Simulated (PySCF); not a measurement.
These are PBE-D3(BJ)/def2-TZVP // PBE-D3(BJ)/def2-SVP run with PySCF 2.14.0 values and carry that method's errors. All species are isolated molecules in the gas phase. One relaxed conformer stands for a flexible species; it need not be the lowest. Excitations are Tamm–Dancoff values on a coarser integration grid. The basis has no diffuse functions, so Rydberg states are missing or too high.

Reference species (SMILES): `c12ncccc2ccc(c1B)[SiH3]` (neutral, multiplicity 1).

The HOMO–LUMO gap comes out as 2.53 eV, the HOMO is -5.92 eV and the LUMO is -3.39 eV. The brightest of the four lowest singlets (TDA) comes out as 3.75 eV.

Changed species: `Bc1ccc([SiH3])c2cccnc12`.

What does the change do to the HOMO–LUMO gap, HOMO, LUMO and brightest of the four lowest singlets (TDA)?

the HOMO–LUMO gap stays essentially unchanged; the HOMO rises by 0.03 eV, to -5.89 eV; the LUMO rises by 0.03 eV, to -3.36 eV; the brightest of the four lowest singlets (TDA) rises by 0.06 eV, to 3.81 eV.
